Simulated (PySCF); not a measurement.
BH3N, SMILES [BH]N, multiplicity 2.

Geometry: PBE0-D3(BJ)/def2-TZVP. The isomer is the one that the SMILES or the coordinates give; other isomers of the formula were not compared.

Level of theory: TDA-LC-ωPBE/def2-TZVPD run with PySCF.

Vertical excitations. Isolated molecule, no solvent.

| state | energy (eV) | λ (nm) | f | main pairs |
|---|---|---|---|---|
| root 1 | 3.16 | 392 | 0.013 | α HOMO→LUMO+1 93 % |
| root 2 | 5.22 | 237 | 0.026 | α HOMO→LUMO 88 % |
| root 3 | 6.17 | 201 | 0.041 | α HOMO→LUMO+2 84 % |
| root 4 | 6.55 | 189 | 0.004 | α HOMO−1→LUMO+1 55 %, β HOMO→LUMO+3 32 % |
| root 5 | 6.57 | 189 | 0.009 | β HOMO→LUMO 56 %, β HOMO→LUMO+1 27 % |
| root 6 | 6.68 | 185 | 0.057 | α HOMO→LUMO+3 86 % |
| root 7 | 7.51 | 165 | 0.053 | α HOMO→LUMO+5 53 %, α HOMO→LUMO+4 18 %, α HOMO→LUMO+7 15 % |
| root 8 | 7.72 | 161 | 0.015 | α HOMO→LUMO+4 63 %, α HOMO→LUMO+5 16 % |
| root 9 | 7.76 | 160 | 0.063 | α HOMO→LUMO+6 42 %, α HOMO→LUMO+8 40 %, α HOMO→LUMO+10 8 % |
| root 10 | 7.82 | 159 | 0.038 | β HOMO−1→LUMO+1 41 %, β HOMO−1→LUMO 40 % |
Unrestricted roots are not spin-pure.
